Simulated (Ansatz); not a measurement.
Calculated with Ansatz (gas phase, PBE0-D4/def2-TZVP geometries, no zero-point term in ΔE). CBS: MP2 limit from def2 TZ/QZ plus the TZ coupled-cluster correction, frozen cores. Functionals use def2-TZVPP. B3LYP here is the variant with VWN-RPA as its local correlation; programs differ in this. One conformer a species, not always the lowest.

Consider the isomerisation: `C=C=C(F)N[SiH3]` → `C=N/C(F)=C/[SiH3]`.

`C=C=C(F)N[SiH3]`:

```xyz
12

C     1.556    0.449    1.685
C     1.140   -0.272    0.686
C     0.702   -0.942   -0.347
F     1.493   -1.846   -0.959
N    -0.521   -0.810   -0.961
Si   -1.518    0.601   -0.786
H     1.517    0.085    2.709
H     1.967    1.447    1.541
H    -0.916   -1.681   -1.286
H    -2.044    0.786    0.592
H    -0.720    1.792   -1.158
H    -2.656    0.391   -1.715
```

`C=N/C(F)=C/[SiH3]`:

Cartesian coordinates in Å:
```
C 2.087 -1.722 -0.608
N 0.833 -1.524 -0.614
C 0.323 -0.345 -0.129
F 1.222 0.553 0.335
C -0.972 -0.042 -0.091
Si -1.639 1.562 0.570
H 2.814 -0.999 -0.233
H 2.458 -2.667 -0.999
H -1.627 -0.812 -0.481
H -1.118 2.716 -0.208
H -1.262 1.747 1.996
H -3.120 1.534 0.461
```

```
             level  ΔE (kJ/mol)  difference from CCSD(T)/CBS
            PBE-D4        -17.2                         -0.2
         r2SCAN-D4        -17.4                         -0.4
           PBE0-D4        -15.4                          1.6
          B3LYP-D4        -13.8                          3.2
           ωB97X-V        -17.2                         -0.2
           ωB97M-V        -12.8                          4.2
            B2PLYP        -16.9                          0.1
               PBE        -18.1                         -1.1
            r2SCAN        -17.7                         -0.7
              PBE0        -16.4                          0.6
             B3LYP        -15.2                          1.8
     HF/def2-TZVPP        -22.5                         -5.5
    MP2/def2-TZVPP        -16.4                          0.6
SCS-MP2/def2-TZVPP        -18.8                         -1.8
   CCSD/def2-TZVPP        -18.4                         -1.4
CCSD(T)/def2-TZVPP        -20.9                         -3.9
     HF/def2-QZVPP        -21.6                         -4.6
    MP2/def2-QZVPP        -13.9                          3.1
SCS-MP2/def2-QZVPP        -16.2                          0.8
      HF/CBS(def2)        -21.4                         -4.4
     MP2/CBS(def2)        -12.6                          4.4
    CCSD/CBS(def2)        -14.5                          2.5
       CCSD(T)/CBS        -17.0                            0
```

Largest T1 diagnostic among the species: 0.014.
